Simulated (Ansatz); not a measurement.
Cost and result for the atomization energy of `CN(C)[Si]Br` (11 atoms, 10 bonds).

```xyz
11

C     0.9859   -0.5435    0.2855
N    -0.3387   -0.0811   -0.0591
C    -0.3854    1.3542   -0.2768
Si   -1.8287   -0.8970   -0.2533
Br   -1.2531   -3.0670    0.1804
H     0.9865   -1.6198    0.4430
H     1.6950   -0.3029   -0.5151
H     1.3362   -0.0520    1.2005
H     0.2820    1.6466   -1.0951
H    -1.4011    1.6667   -0.5350
H    -0.0786    1.8958    0.6250
```

Charge 0, multiplicity 1. Correlated methods include outer-core shells of Br, which these sets cover unevenly. Scalar relativity is left out up to krypton. The geometry is a stationary point of PBE0-D4/def2-TZVP. It is one conformer, not always the lowest. Program: Ansatz. All runs use 4 threads of an Arm Neoverse V2 on a shared host. Times are those of one run each, without the atoms' runs, and a repeat can differ threefold. Electronic energies, without spin–orbit coupling; frozen cores. CCSD(T)/CBS adds CCSD(T) − MP2 in def2-TZVPP to the MP2 limit, and its time is that of the two runs behind it. T1 = 0.012. With those shells the extrapolation isn't a true limit. B3LYP takes the VWN-RPA correlation (the form of Gaussian; ORCA's B3LYP/G).

CCSD(T)/CBS is a level of theory with its own doubt, some kJ/mol a heavy atom from the limit and from the frozen cores, so smaller differences don't rank the functionals.

```json
{"level": "B3LYP-D4/def2-TZVPP (with forces)", "functions": "267", "atomization (kcal/mol)": "959.2", "difference from CCSD(T)/CBS": "1.3", "per bond": "0.1"}
{"level": "PBE-QIDH/def2-TZVPP", "functions": "267", "atomization (kcal/mol)": "950.9", "difference from CCSD(T)/CBS": "-7.0", "per bond": "-0.7"}
{"level": "LDA (SPW92)/def2-TZVPP", "functions": "267", "atomization (kcal/mol)": "1098.0", "difference from CCSD(T)/CBS": "140.1", "per bond": "14.0"}
{"level": "PBE0-D4/def2-TZVPP", "functions": "267", "atomization (kcal/mol)": "961.4", "difference from CCSD(T)/CBS": "3.5", "per bond": "0.4"}
{"level": "MP2/def2-QZVPP", "functions": "510", "atomization (kcal/mol)": "959.9", "difference from CCSD(T)/CBS": "2.0", "per bond": "0.2"}
{"level": "BHLYP-D4/def2-TZVPP", "functions": "267", "atomization (kcal/mol)": "931.4", "difference from CCSD(T)/CBS": "-26.5", "per bond": "-2.6"}
{"level": "CCSD(T)/def2-TZVPP", "functions": "267", "atomization (kcal/mol)": "930.2", "difference from CCSD(T)/CBS": "-27.7", "per bond": "-2.8"}
{"level": "B2PLYP/def2-TZVPP", "functions": "267", "atomization (kcal/mol)": "946.3", "difference from CCSD(T)/CBS": "-11.6", "per bond": "-1.2"}
{"level": "revPBE-D4/def2-TZVPP", "functions": "267", "atomization (kcal/mol)": "956.6", "difference from CCSD(T)/CBS": "-1.3", "per bond": "-0.1"}
{"level": "CCSD(T)/CBS(def2)", "functions": "–", "atomization (kcal/mol)": "957.9", "difference from CCSD(T)/CBS": "0.0", "per bond": "0.0"}
{"level": "ωB97M-V/def2-TZVPP (with forces)", "functions": "267", "atomization (kcal/mol)": "961.0", "difference from CCSD(T)/CBS": "3.1", "per bond": "0.3"}
{"level": "CCSD(T)/def2-SVP", "functions": "122", "atomization (kcal/mol)": "902.0", "difference from CCSD(T)/CBS": "-55.9", "per bond": "-5.6"}
{"level": "r2SCAN-D4/def2-TZVPP (with forces)", "functions": "267", "atomization (kcal/mol)": "957.0", "difference from CCSD(T)/CBS": "-0.9", "per bond": "-0.1"}
```

Order the runs by time, with rough figures. (Best estimate.)

Computed: LDA (SPW92)/def2-TZVPP 1.4 s; revPBE-D4/def2-TZVPP 2.4 s; PBE0-D4/def2-TZVPP 3.6 s; BHLYP-D4/def2-TZVPP 3.8 s; B3LYP-D4/def2-TZVPP (with forces) 5.5 s; r2SCAN-D4/def2-TZVPP (with forces) 6 s; B2PLYP/def2-TZVPP 7 s; PBE-QIDH/def2-TZVPP 7 s; CCSD(T)/def2-SVP 9.5 s; ωB97M-V/def2-TZVPP (with forces) 13 s; MP2/def2-QZVPP 30 s; CCSD(T)/def2-TZVPP 4.4 min; CCSD(T)/CBS(def2) 4.9 min.

In def2-TZVPP, CCSD(T) changes the Hartree–Fock value by +245.5 kcal/mol (the triples alone add +15.7 kcal/mol) and MP2 by +258.8 kcal/mol; breaking electron pairs costs correlation energy, which Hartree–Fock lacks. From PBE to PBE0 (25 % exact exchange), in def2-TZVPP and without D4, the atomization energy moves by −16.7 kcal/mol: exact exchange takes away binding that semilocal exchange gives to molecules. Leaving LDA and LC-ωPBE aside and taking each functional with its dispersion term where it has one, the values, not all of them listed here, spread over 47.7 kcal/mol, from BHLYP-D4 to PBE-D4. LDA lies +125.6 kcal/mol from PBE without D4, its usual overbinding.
